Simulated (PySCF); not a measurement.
Question: What does the PBE0-D3(BJ)/def2-SVP structure of `BCBBr` look like in three dimensions?

Answer: 
```xyz
9
CH5B2Br angstrom
B     -1.226    0.450    0.089
C     -0.089   -0.595   -0.134
B      1.142   -0.105    0.673
Br     2.710    0.547   -0.201
H     -1.699    1.068   -0.836
H     -1.638    0.666    1.206
H      0.117   -0.830   -1.185
H     -0.431   -1.485    0.434
H      1.164   -0.078    1.878
```

Orientation and origin are arbitrary. Atoms count from 1 in this order. B1 (three-coordinate boron) is planar (angles 121.2°, 120.0° and 118.8°, sum 360.0°, 0.01 Å off the plane of its three neighbours). B3 (three-coordinate boron) is planar (angles 122.8°, 121.4° and 115.8°, sum 360.0°, 0.01 Å off the plane of its three neighbours).

Bonds between heavy atoms (Å): B1–C2 1.560, C2–B3 1.552, B3–Br4 1.910.

Method used: PySCF 2.14.0, PBE0-D3(BJ)/def2-SVP geometry optimisation, gas phase.

Point group: C1 (no symmetry element, even within 0.4 Å). Whether it is a minimum is left open (no frequencies). The numbers are those of one conformer (H–B1–C2–B3 119° and -60°, B1–C2–B3–Br4 -110°).

Hardware: one thread, Arm Neoverse V1 (aarch64) (shared host). Cost: 41 s of wall time, 0.40 GiB resident at most. These figures are those of the optimisation.
